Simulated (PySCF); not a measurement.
## Calculated data, B$_{2}$ClHN, AlH$_{3}$OSi

Calculation on a computer-drawn molecule: optimised geometry and harmonic frequencies of an isolated molecule of the commonest isotopes, restricted reference for singlets and unrestricted otherwise, frozen core in MP2. Program: PySCF 2.14.0.

Common to all runs: multiplicity 1; method HF; basis cc-pV(D+d)Z.

```json
{"entry": 1, "formula": "B2ClHN", "start_structure": {"atoms_angstrom": [["B", -0.6347, -0.1873, -0.681], ["N", -1.5783, -0.5687, -0.0221], ["B", -2.7158, -0.9844, 0.6406], ["Cl", -4.014, -1.4322, 1.5018], ["H", 0.2717, 0.1506, -1.3199]]}, "given": {"charge": 1, "drawn_bonds_atom": [1, 2, 3, 1], "drawn_bonds_other_atom": [2, 3, 4, 5], "drawn_bonds_order": [2, 1, 1, 1]}, "results": {"optimised_atom_element": ["B", "N", "B", "Cl", "H"], "optimised_atom_x [angstrom]": [-0.6321, -1.655, -2.689, -3.998, 0.3019], "optimised_atom_y [angstrom]": [-0.195, -0.5747, -0.9588, -1.445, 0.1517], "optimised_atom_z [angstrom]": [-0.696, -0.02817, 0.6473, 1.502, -1.306], "modes_frequency [cm^-1]": [122.3, 122.3, 429.7, 429.7, 655.5, 830.5, 830.5, 1537, 2061, 3021], "modes_reduced_mass [dalton]": [4.178, 4.178, 10.93, 10.93, 12.07, 1.342, 1.342, 6.949, 8.325, 1.166], "rotational_constants [GHz]": [2.484, 2.484], "total_energy [hartree]": -563.7317, "convergence_status_largest_gradient_component [hartree/bohr]": 6.138e-06}}
{"entry": 2, "formula": "AlH3OSi", "start_structure": {"atoms_angstrom": [["Al", -2.7285, -1.7029, 0.6773], ["O", -1.3093, -2.2263, 0.019], ["Si", 0.1076, -2.7511, -0.6984], ["H", -0.1455, -4.0526, -1.2795], ["H", 0.4718, -1.7516, -1.6403], ["H", 1.0799, -2.8948, 0.4206]]}, "given": {"charge": 0, "drawn_bonds_atom": [1, 2, 3, 3, 3], "drawn_bonds_other_atom": [2, 3, 4, 5, 6], "drawn_bonds_order": [1, 1, 1, 1, 1]}, "results": {"optimised_atom_element": ["Al", "O", "Si", "H", "H", "H"], "optimised_atom_x [angstrom]": [-2.789, -1.333, 0.06939, -0.1274, 0.5416, 1.114], "optimised_atom_y [angstrom]": [-1.69, -2.227, -2.744, -4.057, -1.775, -2.886], "optimised_atom_z [angstrom]": [0.7144, 0.01842, -0.651, -1.306, -1.666, 0.3888], "modes_frequency [cm^-1]": [106.2, 106.2, 541.7, 797.8, 797.8, 1042, 1042, 1059, 1112, 2303, 2303, 2323], "modes_reduced_mass [dalton]": [5.99, 5.99, 10.99, 1.194, 1.194, 1.053, 1.053, 2.297, 1.886, 1.051, 1.051, 1.018], "rotational_constants [GHz]": [86.71, 2.984, 2.984], "total_energy [hartree]": -607.5619, "convergence_status_largest_gradient_component [hartree/bohr]": 1.585e-05}}
```
